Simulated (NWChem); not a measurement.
System: C2H6Si, singlet; SMILES C[Si]C

Input file for NWChem:

```
start job
memory heap 200 mb stack 900 mb global 1100 mb
geometry units angstroms noautosym nocenter noautoz
  Si     0.000000     0.000000     0.756786
  C     -1.438355     0.023296    -0.495109
  H     -2.410153    -0.246772    -0.055192
  H     -1.263102    -0.577715    -1.403822
  H     -1.518902     1.077967    -0.830015
  C      1.438355    -0.023296    -0.495109
  H      1.263102     0.577715    -1.403822
  H      1.518902    -1.077967    -0.830015
  H      2.410153     0.246772    -0.055192
end
basis spherical
  * library 6-31g*
end
dft
  xc m05-2x
  iterations 150
end
cosmo
  do_cosmo_smd true
  solvent toluene
end
task dft energy
```

Output (shortened):

```
             Northwest Computational Chemistry Package (NWChem) 7.3.0
             --------------------------------------------------------

                             Geometry "geometry" -> ""
                             -------------------------

 Output coordinates in angstroms (scale by  1.889725989 to convert to a.u.)

  No.       Tag          Charge          X              Y              Z
 ---- ---------------- ---------- -------------- -------------- --------------
    1 Si                  14.0000     0.00000000     0.00000000     0.75678600
    2 C                    6.0000    -1.43835500     0.02329600    -0.49510900
    3 H                    1.0000    -2.41015300    -0.24677200    -0.05519200
    4 H                    1.0000    -1.26310200    -0.57771500    -1.40382200
    5 H                    1.0000    -1.51890200     1.07796700    -0.83001500
    6 C                    6.0000     1.43835500    -0.02329600    -0.49510900
    7 H                    1.0000     1.26310200     0.57771500    -1.40382200
    8 H                    1.0000     1.51890200    -1.07796700    -0.83001500
    9 H                    1.0000     2.41015300     0.24677200    -0.05519200

 Effective nuclear repulsion energy (a.u.)      97.0502259579

                                 NWChem DFT Module
                                 -----------------

 Summary of "ao basis" -> "ao basis" (spherical)
 ------------------------------------------------------------------------------
       Tag                 Description            Shells   Functions and Types
 ---------------- ------------------------------  ------  ---------------------
 Si                          6-31g*                  8       18   4s3p1d
 C                           6-31g*                  6       14   3s2p1d
 H                           6-31g*                  2        2   2s

 in cosmo_initialize ...
 calling solv_data for solv:toluene

 solvent parameters
 solvname_short: toluene
 solvname_long:  toluene
 dielec:        2.3741
 dielecinf:     2.2383
 nonaqueous SMD model solvent descriptors
 dielec:        2.3741
 sola:          0.0000
 solb:          0.1400
 solc:          0.8570
 solg:         40.2000
 solh:          0.0000
 soln:          1.4961

          ---------------
          -cosmo- solvent
          ---------------
 Cosmo: York-Karplus, doi: 10.1021/jp992097l
 dielectric constant -eps-     =   2.37
 screen = (eps-1)/(eps    )    =   0.57879
 surface charge correction     = lagrangian

[...]

                                COSMO-SMD solvation results
                                ---------------------------

             internal energy in gas <Psi(g)|H|Psi(g)> =      -369.217509795507
         internal energy in solvent <Psi(s)|H|Psi(s)> =      -369.217285013991
                               delta internal energy  =         0.000224781516 (    0.14 kcal/mol)
   total free energy in solvent <Psi(s)|H+V/2|Psi(s)> =      -369.220202383802
 polarization energy contribution <Psi(s)|V/2|Psi(s)> =        -0.002917369811 (   -1.83 kcal/mol)
    total free energy in solvent including G(SMD-CDS) =      -369.221697991802
                       G(SMD-CDS) energy contribution =        -0.001495608000 (   -0.94 kcal/mol)
     1 M fixed-concentration free energy of solvation =        -0.004188196295 (   -2.63 kcal/mol)

                       DFT Final Molecular Orbital Analysis
                       ------------------------------------

 Vector   14  Occ=2.000000D+00  E=-4.502296D-01
              MO Center= -3.7D-09,  9.1D-10, -6.6D-01, r^2= 3.5D+00
   Bfn.  Coefficient  Atom+Function         Bfn.  Coefficient  Atom+Function
  ----- ------------  ---------------      ----- ------------  ---------------
    22      0.309309  2 C  py                42     -0.309309  6 C  py
    37      0.197823  5 H  s                 55      0.197823  8 H  s
    26      0.179086  2 C  py                46     -0.179086  6 C  py
    38      0.162991  5 H  s                 56      0.162991  8 H  s
    35     -0.107189  4 H  s                 53     -0.107189  7 H  s

 Vector   15  Occ=2.000000D+00  E=-3.503713D-01
              MO Center= -2.4D-09,  2.8D-10, -1.3D-01, r^2= 3.0D+00
   Bfn.  Coefficient  Atom+Function         Bfn.  Coefficient  Atom+Function
  ----- ------------  ---------------      ----- ------------  ---------------
     7      0.357074  1 Si px                21     -0.290425  2 C  px
    41     -0.290425  6 C  px                25     -0.189492  2 C  px
    45     -0.189492  6 C  px                23     -0.158477  2 C  pz
    43      0.158477  6 C  pz                 3     -0.150411  1 Si px
    24     -0.123157  2 C  s                 44      0.123157  6 C  s

 Vector   16  Occ=2.000000D+00  E=-2.544694D-01
              MO Center= -3.1D-10,  7.1D-10,  9.2D-01, r^2= 2.7D+00
   Bfn.  Coefficient  Atom+Function         Bfn.  Coefficient  Atom+Function
  ----- ------------  ---------------      ----- ------------  ---------------
    10      0.446634  1 Si s                  9      0.443492  1 Si pz
     6      0.294911  1 Si s                 13      0.232085  1 Si pz
     5     -0.176884  1 Si pz                23     -0.168643  2 C  pz
    43     -0.168643  6 C  pz                24     -0.161720  2 C  s
    44     -0.161720  6 C  s                  2     -0.138560  1 Si s

 Vector   17  Occ=0.000000D+00  E=-3.779812D-02
              MO Center=  2.9D-10, -1.6D-10,  7.4D-01, r^2= 3.1D+00
   Bfn.  Coefficient  Atom+Function         Bfn.  Coefficient  Atom+Function
  ----- ------------  ---------------      ----- ------------  ---------------
    12      0.637732  1 Si py                 8      0.528759  1 Si py
     4     -0.205890  1 Si py                38     -0.186333  5 H  s
    56      0.186333  8 H  s                 36      0.138172  4 H  s
    54     -0.138172  7 H  s                 37     -0.076200  5 H  s
    55      0.076200  8 H  s                 22     -0.068462  2 C  py

[...]
```

Level: M05-2X/6-31G* (spherical d), SMD on the gas-phase geometry. Low-valent species are run as closed-shell singlets; no triplet was tried in these runs. Geometry: optimised at PBE0/def2-SVP. Solvent: toluene.
